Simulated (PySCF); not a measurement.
# Te⁺ (tellurium, charge +1) across methods

[Kr] 4d10 5s1 5p3 5d1, high-spin 6D determinant (an excited configuration). Computed with PySCF 2.14 in aug-cc-pVTZ-PP with ECP28MDF (6s5p4d2f, 55 functions), with a scalar-relativistic core potential.

| method | E (hartree) | mean ε 5s α (eV) | mean ε 5p α (eV) | mean ε 5d α (eV) | Σ⟨r²⟩ (bohr²) | ⟨S²⟩ |
| --- | --- | --- | --- | --- | --- | --- |
| wB97X | -267.0152 | -32.390 | -20.799 | -8.200 | 55.80 | 8.751 |
| PBE0 | -267.0227 | -29.824 | -18.651 | -6.606 | 56.11 | 8.751 |
| LDA | -266.5731 | -27.879 | -17.384 | -5.922 | 56.57 | 8.751 |
| r2SCAN | -267.1194 | -28.607 | -17.828 | -5.931 | 56.29 | 8.752 |
| UHF | -266.14866 | -35.573 | -22.217 | -8.326 | 56.44 | 8.753 |
| PBEsol | -266.7184 | -27.714 | -17.295 | -5.901 | 56.28 | 8.751 |
| PBE | -266.9884 | -27.646 | -17.267 | -5.951 | 56.33 | 8.751 |
| B97-3 | -267.0558 | -29.789 | -18.581 | -6.593 | 56.24 | 8.751 |
| r2SCAN0 | -267.1015 | -30.533 | -19.049 | -6.555 | 56.17 | 8.752 |

Energies and moments cover only the electrons outside the core potential. The outer electron is Rydberg-like, and this basis confines it to a smaller radius and binds it less than a complete one would.
